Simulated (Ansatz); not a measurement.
Ansatz (a program for electronic structure) input (PBE/def2-TZVPD):

Ansatz 0.2 input:
```yaml
crystal:
  periodic: [false, false, false]
  atoms:
    - {symbol: C, position_ang: [-2.18568327, -0.67152098, 0.33142705]}
    - {symbol: C, position_ang: [-1.89511966, 0.78299962, -0.03500248]}
    - {symbol: C, position_ang: [-0.44680375, 1.17112173, 0.30208764]}
    - {symbol: C, position_ang: [0.49618287, 0.19737720, -0.38604244]}
    - {symbol: C, position_ang: [0.25540963, -1.26240188, -0.00876345]}
    - {symbol: C, position_ang: [-1.20049614, -1.62362237, -0.34370388]}
    - {symbol: S, position_ang: [2.29606510, 0.57365878, -0.01264577]}
    - {symbol: H, position_ang: [-2.12895925, -0.79448224, 1.41755579]}
    - {symbol: H, position_ang: [-3.20509514, -0.92865547, 0.04276610]}
    - {symbol: H, position_ang: [-2.07032284, 0.94041247, -1.10326611]}
    - {symbol: H, position_ang: [-2.56613419, 1.45998009, 0.49445268]}
    - {symbol: H, position_ang: [-0.24576076, 2.19753003, -0.01157680]}
    - {symbol: H, position_ang: [-0.29886441, 1.11756157, 1.38529898]}
    - {symbol: H, position_ang: [0.47728639, 0.32084260, -1.47231402]}
    - {symbol: H, position_ang: [0.94404286, -1.92319229, -0.53796498]}
    - {symbol: H, position_ang: [0.42197224, -1.39452759, 1.06509435]}
    - {symbol: H, position_ang: [-1.33636074, -1.59397976, -1.42872252]}
    - {symbol: H, position_ang: [-1.37935492, -2.65357035, -0.03412475]}
    - {symbol: H, position_ang: [2.22322429, 0.58716659, 1.33680516]}
    - {symbol: H, position_ang: [2.28634654, 1.92265427, -0.11168588]}
basis:
  gaussian:
    orbitals: def2-TZVPD
hamiltonian:
  xc: {name: PBE}
total_charge: 1
output: {forces: true}
```

Output:

```
Functional definition: PBE
integrals: 0.56 GiB planned
2000 factors; their error is unknown
0.60 GiB of the device are held for the grids
2.66 GiB of device memory are held for the factors and their scratch space
mean field: 3.41 GiB planned
mean field evaluation 1: about -17214.8120 eV, gradient 1.2e2 eV
mean field evaluation 2: about -16604.2657 eV, gradient 4.2e2 eV
mean field evaluation 4: about -17248.7394 eV, gradient 3.2e1 eV
mean field evaluation 8: about -17251.5773 eV, gradient 2.5e-1 eV
mean field evaluation 16: about -17251.4740 eV, gradient 1.4e-3 eV
mean field -17251.47395218 eV, -633.9799742735 hartree, gradient 5.2e-5 eV, S^2 0.000000; 0 other end points of the search recorded, 0 dependent functions left out
the calculation of the forces begins
reference -17251.47401353 eV, -633.9799765280 hartree; 32, 32 occupied and 353, 353 virtual orbitals, 2000 factors
Total energy: -17251.47401353 eV, -633.9799765280 hartree
Atom 0 at    -2.185683    -0.671521     0.331427 Å, force     0.183685     0.068682    -0.138582 eV/Å
Atom 1 at    -1.895120     0.783000    -0.035002 Å, force     0.138986    -0.184574     0.077122 eV/Å
Atom 2 at    -0.446804     1.171122     0.302088 Å, force    -0.041808    -0.157634    -0.140929 eV/Å
Atom 3 at     0.496183     0.197377    -0.386042 Å, force    -0.012239     0.011310     0.304345 eV/Å
Atom 4 at     0.255410    -1.262402    -0.008763 Å, force    -0.088980     0.131226    -0.095069 eV/Å
Atom 5 at    -1.200496    -1.623622    -0.343704 Å, force     0.019853     0.214304     0.127043 eV/Å
Atom 6 at     2.296065     0.573659    -0.012646 Å, force     0.107316    -0.359578    -0.352895 eV/Å
Atom 7 at    -2.128959    -0.794482     1.417556 Å, force     0.000340    -0.037288     0.288515 eV/Å
Atom 8 at    -3.205095    -0.928655     0.042766 Å, force    -0.280106    -0.071667    -0.071572 eV/Å
Atom 9 at    -2.070323     0.940412    -1.103266 Å, force    -0.058880     0.051285    -0.284153 eV/Å
Atom 10 at    -2.566134     1.459980     0.494453 Å, force    -0.180411     0.198191     0.139854 eV/Å
Atom 11 at    -0.245761     2.197530    -0.011577 Å, force     0.049736     0.292158    -0.080106 eV/Å
Atom 12 at    -0.298864     1.117562     1.385299 Å, force     0.039376    -0.008493     0.304708 eV/Å
Atom 13 at     0.477286     0.320843    -1.472314 Å, force     0.022666     0.039614    -0.340304 eV/Å
Atom 14 at     0.944043    -1.923192    -0.537965 Å, force     0.186074    -0.196710    -0.140797 eV/Å
Atom 15 at     0.421972    -1.394528     1.065094 Å, force     0.047288    -0.044576     0.297660 eV/Å
Atom 16 at    -1.336361    -1.593980    -1.428723 Å, force    -0.041182    -0.005598    -0.292236 eV/Å
Atom 17 at    -1.379355    -2.653570    -0.034125 Å, force    -0.036584    -0.289358     0.078214 eV/Å
Atom 18 at     2.223224     0.587167     1.336805 Å, force    -0.042252     0.045889     0.295161 eV/Å
Atom 19 at     2.286347     1.922654    -0.111686 Å, force    -0.012876     0.302815     0.024020 eV/Å
Dipole moment:     0.906261     0.443876     0.095135 e Å
```

It need not be the lowest isomer of its formula.
